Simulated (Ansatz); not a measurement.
Consider the formal hydrolysis of a B–Cl bond: `F[B](Cl)[GeH3]` + H₂O → `O[B](F)[GeH3]` + HCl.

Isolated molecules relaxed with PBE0-D4/def2-TZVP in Ansatz; ΔE leaves out vibrations. CBS: MP2 limit from def2 TZ/QZ plus the TZ coupled-cluster correction, frozen cores. This one scheme is used for every species. Functionals use def2-TZVPP. HSE06 is defined as in plane-wave codes. For Ge outer-core shells are correlated without core-valence functions, which leaves a few kJ/mol of doubt a bond. Scalar relativity is left out up to krypton. Each species was taken in one conformer, which may not be the lowest.

```tsv
level	ΔE (kcal/mol)	difference from CCSD(T)/CBS
LDA (SPW92)	-13.7	-2.0
r2SCAN-D4	-12.4	-0.7
B97M-V	-12.7	-1.0
PBE0-D4	-11.8	-0.1
r2SCANh-D4	-12.5	-0.8
BHLYP-D4	-13.3	-1.6
revPBE	-11.2	0.5
BLYP	-13.1	-1.4
r2SCAN	-12.5	-0.8
r2SCAN0	-12.7	-1.0
HSE06	-12.1	-0.4
CAM-B3LYP	-14.4	-2.7
CCSD(T)/def2-SVP	-15.0	-3.3
SCS-MP2/def2-TZVPP	-12.4	-0.7
CCSD/def2-TZVPP	-13.2	-1.5
HF/CBS(def2)	-14.4	-2.7
CCSD(T)/CBS	-11.7	0
```

Largest T1 diagnostic among the species: 0.013.

Leaving LDA and LC-ωPBE aside and taking each functional with its dispersion term where it has one, the values, not all of them listed here, spread over 3.2 kcal/mol, from CAM-B3LYP-D4 to revPBE-D4. LDA lies −1.9 kcal/mol from PBE without D4. At CCSD(T), def2-SVP lies −3.3 kcal/mol from the extrapolated value and def2-TZVPP −1.0 kcal/mol. In def2-TZVPP, CCSD(T) changes the Hartree–Fock value by +1.7 kcal/mol (the triples alone add +0.5 kcal/mol) and MP2 by +2.7 kcal/mol.
